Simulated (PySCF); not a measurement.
## Badger's rule along the fifth-period p block: bonds to As

r²SCAN in PySCF with def2-SVP on every atom (core potentials on In, Sn, Te, I), for the lowest determinant that a PBE0 search found; no spin–orbit coupling. Badger's rule says that Re = d + c·k^(−1/3) for bonds between atoms of fixed rows.

```tsv
molecule	state (unpaired electrons)	Re (Å)	k (mdyn/Å)
TeAs	doublet (π ↑)	2.358	2.99
SnAs	doublet (π ↑)	2.450	?
AsI	triplet (π ↑↑)	2.504	?
InAs	triplet (π ↑↑)	2.756	0.862
```

Problem. Fix c and d from TeAs and InAs.

Solution. c = (2.756 − 2.358)/(0.862^(−1/3) − 2.99^(−1/3)) = 1.116, d = 2.358 − c·2.99^(−1/3) = 1.583 Å.

Problem. Predict k of the others and set the computed values beside them.

Solution. 

```csv
molecule,k by the rule,k computed,difference (%)
SnAs,2.14,2.20,-3
AsI,1.78,1.84,-3
```

The rule misses by 3 % on average, well for two fitted constants.

Spin–orbit coupling is left out. States were picked by a PBE0 search and need not be the measured ground states.
